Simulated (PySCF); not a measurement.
C₂H₄N, SMILES [CH2]N=C, multiplicity 2. Atoms are numbered in the order given.

```xyz
7

C      0.0000     1.1327     0.1550
N      0.0000     0.0000    -0.5086
C      0.0000    -1.1327     0.1550
H      0.0000     1.1690     1.2492
H      0.0000     2.0649    -0.3986
H      0.0000    -2.0649    -0.3986
H      0.0000    -1.1690     1.2492
```
Charge 0, spin multiplicity 2.

The structure is a stationary point at PBE0-D3(BJ)/def2-TZVP. The isomer is the one that the SMILES or the coordinates give; other isomers of the formula were not compared.

These are PySCF with PBE0/pcH-1 values and carry that method's errors.

Unrestricted Kohn–Sham, ⟨S²⟩ = 0.785. Hyperfine tensors hold the contact and dipolar terms, without spin-orbit corrections.

Computed hyperfine couplings:
```tsv
nucleus	A(iso) (MHz)	A(iso) (G)	dipolar principal values (MHz)
13C no. 1	67.7	24.1	-55.8, -52.5, 108.3
14N no. 2	-15.4	-5.5	-17.3, 8.0, 9.3
13C no. 3	67.7	24.1	-55.8, -52.5, 108.3
1H no. 4	-45.6	-16.3	-21.5, -2.5, 24.1
1H no. 5	-50.7	-18.1	-26.4, -0.7, 27.1
1H no. 6	-50.7	-18.1	-26.4, -0.7, 27.1
1H no. 7	-45.6	-16.3	-21.5, -2.5, 24.1
```

Q: And the g tensor (effective nuclear charges for spin-orbit coupling, GIAO)? (Estimate from the structure and the level; the computed values follow.)

A: principal values 2.0022, 2.0022, 2.0024; isotropic 2.0023.
